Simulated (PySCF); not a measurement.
C₂H₁₂Si₄, SMILES [SiH3][SiH]1C[SiH2][SiH2]C1. Heavy atoms are numbered as in [SiH3:1][SiH:2]1[CH2:3][SiH2:4][SiH2:5][CH2:6]1. Hydrogens are named by the atom that carries them.

The structure is a stationary point at PBE-D3(BJ)/def2-SVP. The structure was generated by enumeration, and PubChem lists no compound with its InChIKey, so it may never have been made. Other conformers were not sampled.

Computed with PBE/def2-TZVP (PySCF).

Atomic charges (e), one atom of each kind:

```csv
atom,IAO,Löwdin
Si1 (SiH3),0.23,[?]
Si2 (SiH),0.60,0.13
C3 (CH2),-0.79,-0.49
Si4 (SiH2),0.41,[?]
H on Si1,-0.08,[?]
H on Si2,-0.11,-0.01
H on C3,0.16,0.16
H on Si4,-0.09,[?]
```

Question: Some entries are withheld; supply them. (The exact figures need the calculation; the answer reports its results.)

Answer: 
- Si1 (SiH3), Löwdin: 0.11
- Si4 (SiH2), Löwdin: 0.15
- H on Si1, Löwdin: -0.03
- H on Si4, Löwdin: -0.02

Question: Give the Mayer and Wiberg (Löwdin basis) orders of the bonds. (An estimate is asked for; the answer gives what the named calculation found.)

Answer: 
```tsv
bond	Mayer	Wiberg
Si1–Si2	0.95	1.10
Si2–C3	0.97	1.14
C3–Si4	0.99	1.17
Si4–Si5	0.96	1.06
Si2–C6	0.97	1.14
Si5–C6	0.99	1.17
```
